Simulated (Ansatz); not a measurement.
Cost and result up the ladder for Ta3Se12 (15 atoms). Charge 0, multiplicity 2. Geometry: PBE-D4/def2-SVP.

```xyz
15

Ta   -1.526   -1.117   -0.720
Ta    1.714   -0.288   -1.543
Ta    0.084    1.385    1.416
Se   -2.718    0.621   -1.961
Se   -2.981   -2.893   -0.362
Se   -0.419    1.494   -1.307
Se   -2.294   -0.116    1.717
Se    0.044   -1.959   -2.490
Se    0.735   -1.897    1.060
Se    2.126    1.794   -0.046
Se    1.004   -0.411    2.941
Se    3.276   -0.025   -3.216
Se    2.884   -1.897   -0.018
Se    0.479    3.096    2.974
Se   -2.409    2.211    1.554
```

Ansatz on 2 threads of AMD EPYC 7R13 on a shared host and a share (18 GiB) of an NVIDIA H100 80GB HBM3. Times are rough, and most runs start from the orbitals of an earlier one. r2SCAN0-D4/def2-SVP serves as the yardstick here, not as an exact answer. Differences are given only for rows in sets of like size (and for xTB, whose basis is part of the method), since another set adds its own error. Binding counts from free atoms at the same level (Ta quartet, Se triplet; other spins of the atoms weren't run), without zero-point energy or a counterpoise term.

In the def2 sets Ta takes a core potential; there is no spin–orbit coupling. B3LYP takes the VWN-RPA correlation. Single mean-field runs in def2-SVP, def2-mTZVP are fitted with def2-universal-jkfit.

| level | functions | binding energy per atom (eV) | difference from r2SCAN0-D4/def2-SVP (eV) |
| --- | --- | --- | --- |
| PBE-D4/def2-SVP (with forces) | 480 | 4.13 | 0.47 |
| r2SCANh-D4/def2-SVP (with forces) | 480 | 3.81 | 0.15 |
| r2SCAN-D4/def2-mTZVP | 540 | 3.91 | – |
| B3LYP-D4/def2-SVP | 480 | 3.72 | 0.06 |
| r2SCAN0-D4/def2-SVP | 480 | 3.66 | 0.00 |
| r2SCAN-D4/def2-SVP | 480 | 3.91 | 0.25 |
| PBE0-D4/def2-SVP | 480 | 3.85 | 0.19 |

Problem. Estimate how long each takes.

Solution. PBE-D4/def2-SVP (with forces) 15 s; r2SCAN-D4/def2-mTZVP 18 s; r2SCAN-D4/def2-SVP 19 s; B3LYP-D4/def2-SVP 24 s; PBE0-D4/def2-SVP 26 s; r2SCAN0-D4/def2-SVP 32 s; r2SCANh-D4/def2-SVP (with forces) 37 s. On shared hardware such times vary by a factor of up to 3.
